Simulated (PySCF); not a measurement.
# Electronic absorption of C4H9NOSi

Compound: C4H9NOSi.
Geometry (PBE0-D3(BJ)/def2-SVP, Å), atoms numbered from 1 in this order:
```xyz
16
C4H9NOSi angstrom
O     -2.720   -0.958    0.738
C     -2.201   -0.033    0.172
C     -0.778   -0.009   -0.314
C      0.000   -1.286    0.007
N      1.402   -0.982   -0.208
Si     1.796    0.698   -0.039
C     -0.006    1.206    0.243
H     -2.771    0.914   -0.025
H     -0.829    0.108   -1.415
H     -0.231   -1.595    1.046
H     -0.343   -2.108   -0.644
H      2.045   -1.760   -0.162
H      2.425    1.304   -1.257
H      2.680    1.044    1.121
H     -0.171    1.299    1.331
H     -0.312    2.154   -0.222
```

Method used: PySCF 2.14.0, density-fitted response routines, TDDFT PBE0/def2-SVPD, vertical, gas phase, core orbitals frozen in the response.

```
state  E (eV)  E (hartree)       f  main configurations (H = HOMO, L = LUMO)
   S1    4.25       0.1560  0.0011                    H-1→L (76%), H→L (21%)
   S2    4.97       0.1826  0.0006                    H→L (78%), H-1→L (20%)
   S3    5.79       0.2128  0.0054                               H→L+1 (96%)
   S4    6.10       0.2241  0.0077                               H→L+2 (93%)
   S5    6.83       0.2510   0.010   H→L+3 (69%), H-1→L+2 (12%), H→L+5 (10%)
   S6    6.93       0.2546   0.017                H-1→L+2 (64%), H-2→L (11%)
   S7    7.06       0.2593   0.043   H→L+4 (38%), H-1→L+1 (31%), H-2→L (16%)
   S8    7.07       0.2598   0.020                H-1→L+1 (57%), H→L+4 (37%)
   S9    7.11       0.2611  0.0033                  H→L+5 (61%), H→L+3 (13%)
  S10    7.15       0.2626   0.055    H-2→L (51%), H-1→L+2 (12%), H→L+5 (9%)
```

Triplets, Tamm–Dancoff:

| state | E (eV) | λ (nm) | main configurations (H = HOMO, L = LUMO) |
| --- | --- | --- | --- |
| T1 | 3.63 | 341.5 | H-1→L (82%), H→L (13%) |
| T2 | 4.90 | 253.1 | H→L (85%), H-1→L (12%) |
| T3 | 5.51 | 225.2 | H→L+1 (93%) |
| T4 | 5.94 | 208.8 | H→L+2 (33%), H-5→L (22%), H-7→L (21%) |

The lowest singlet comes at 292 nm (410 kJ/mol) in the ultraviolet; it is very weak; its leading configuration is HOMO-1→LUMO (76%). The strongest level in the table is S10 at 7.15 eV (173 nm, f = 0.055). It is the last of those listed, so stronger ones may follow. S1 has the pattern of n→π* at C=O. The oscillator strengths of these states sum to 0.163; summed over the whole spectrum of an exact calculation they would give the number of electrons, 62 (Thomas–Reiche–Kuhn). The listed states span 2.90 eV, and the widest gap between neighbours is 0.82 eV (S2 to S3). Orbital energies (eV): HOMO-3 -9.37, HOMO-2 -9.18, HOMO-1 -7.50, HOMO -6.76, LUMO -0.88, LUMO+1 0.41, LUMO+2 0.48. The vertical ionisation energy (ΔSCF) is 8.66 eV, 1.51 eV above S10. The window holds the lowest 10 singlets.

One conformer stands for the species.
